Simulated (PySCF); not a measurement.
# Computed spin Hamiltonian

Compound: CH3Cl2Si (doublet state).
Numbering: `[SiH2:1][CH:2]([Cl:3])[Cl:4]` (hydrogens: H5, H6 on Si1; H7 on C2)

Geometry (GFN2-xTB, Å), atoms numbered from 1 in this order:
```
atom  x, y, z in Å
Si1    1.1807   -0.0239    0.2948
C2    -0.7293    0.0802    0.1993
Cl3   -1.3211   -0.8936   -1.1968
Cl4   -1.2094    1.7756   -0.0310
H5     1.7676    0.7719   -0.7681
H6     1.5878   -1.4166    0.4073
H7    -1.2730   -0.2887    1.0674
```

The hyperfine couplings belong to this conformer and change with its torsions.

Computed, not measured: UKS B3LYP, pcH-1 on C Cl H Si, non-relativistic, mean-field spin-orbit, GIAO in PySCF. One conformer (not necessarily the lowest) at the GFN2-xTB geometry, without solvent, vibrations or thermal averaging. A GFN2-xTB geometry isn't a minimum of the functional, and hyperfine couplings can be far from their values at a DFT geometry, by a factor of two or more for some ions and for spin on atoms past the first row. No stability test was run, so a lower SCF solution isn't excluded.

| Property | Result |
| --- | --- |
| g1, g2, g3 | 1.99906, 2.00221, 2.00405 |
| g_iso | 2.00177 |
| Form of g | rhombic: the two nearest values differ by 37 % of g3 − g1 |
| ⟨S²⟩ | 0.7517 (exact 0.7500) |
| α and β electrons | 29, 28 |
| HOMO–LUMO gap, α and β orbitals | 5.46, 4.95 eV |

Isotropic coupling and dipolar principal values T1 to T3, in G (MHz turned into gauss with g_iso; 10 G = 1 mT):

```json
{"atom": "Si1", "isotope": "29Si", "a_iso": "-154.2", "of which spin–orbit": "0.4", "T1": "-64.4", "T2": "32.1", "T3": "32.3", "Mulliken spin population": "0.95"}
{"atom": "C2", "isotope": "13C", "a_iso": "14.8", "of which spin–orbit": "0.0", "T1": "-1.0", "T2": "-0.5", "T3": "1.5", "Mulliken spin population": "-0.01"}
{"atom": "Cl3", "isotope": "35Cl", "a_iso": "8.0", "of which spin–orbit": "0.1", "T1": "-4.6", "T2": "-4.0", "T3": "8.6", "Mulliken spin population": "0.05"}
{"atom": "Cl4", "isotope": "35Cl", "a_iso": "0.1", "of which spin–orbit": "0.0", "T1": "-0.6", "T2": "-0.4", "T3": "0.9", "Mulliken spin population": "0.00"}
{"atom": "H5", "isotope": "1H", "a_iso": "12.3", "of which spin–orbit": "0.0", "T1": "-3.6", "T2": "0.5", "T3": "3.1", "Mulliken spin population": "0.00"}
{"atom": "H6", "isotope": "1H", "a_iso": "15.2", "of which spin–orbit": "0.0", "T1": "-3.6", "T2": "0.5", "T3": "3.1", "Mulliken spin population": "0.01"}
{"atom": "H7", "isotope": "1H", "a_iso": "0.2", "of which spin–orbit": "0.0", "T1": "-1.4", "T2": "-0.7", "T3": "2.1", "Mulliken spin population": "0.00"}
```

The largest Mulliken spin population is on Si1 (+0.95). The angles at Si1 add up to 337.2°, so it is pyramidal.

Axes: g3 points within 11° of the Si1–C2 bond.

Under fast tumbling the dipolar parts average out, and these isotropic splittings remain: 2 × 1H (H5/H6, I = 1/2, 3 lines) with 1.37 mT and 2 × 35Cl (Cl3/Cl4, I = 3/2, 7 lines) with 0.40 mT.

Means are taken over nuclei equivalent by connectivity, which assumes that they swap fast. The 35Cl value of +11.3 MHz is a mean of couplings from 0.3 to 22.3 MHz in this one geometry, not an average over conformers. The 1H value of +38.5 MHz is a mean of couplings from 34.3 to 42.7 MHz in this one geometry, not an average over conformers.

Main isotope only: 35Cl (natural samples also hold 24 % 37Cl, magnetic too, which adds its own pattern).

The 13C coupling of C2 (41.5 MHz) shows only in satellite lines or after enrichment, since that isotope makes up about 1.07 % of natural carbon.

The 29Si coupling of Si1 (-431.9 MHz) shows only in satellite lines or after enrichment, since that isotope makes up about 4.7 % of natural silicon.
